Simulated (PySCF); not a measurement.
# Cost of response and excited-state runs on SMILES [C-]#[N+]/C=C/Br, C3H2BrN

Bonds (- single, = double, # triple, : aromatic): C1#N2 1.168 Å, N2-C3 1.351 Å, C3=C4 1.330 Å, C4-Br5 1.878 Å. C3 carries H6; C4 carries H7. Formal charges: C1 -1, N2 +1. Stereochemistry as in [C-]#[N+]/C=C/Br.

PySCF with density fitting, on 1 thread of an Arm Neoverse V2, shared host. Command: `OMP_NUM_THREADS=1 python excited_run.py task.json out`

(1) How long does each of these runs take, and how much memory?
- first hyperpolarisability, PBE0/def2-SVPD; wavelengths [1907, 1064] nm
- excited states, B3LYP/def2-SVPD; Tamm-Dancoff; spin-orbit couplings; 5 states; 4 triplets; quadratic response for 4 states
- excited states, B3LYP/def2-SVPD; two-photon moments; 6 states; quadratic response for 5 states; 0 triplets

## Answers

(1) 
| run | level | basis functions | wall time | peak memory (GiB) |
| --- | --- | --- | --- | --- |
| first hyperpolarisability | PBE0/def2-SVPD | 137 | 13 s | 0.54 |
| excited states | B3LYP/def2-SVPD | 137 | 14 s | 0.53 |
| excited states | B3LYP/def2-SVPD | 137 | 14 s | 0.54 |

Times from a shared host are rough.
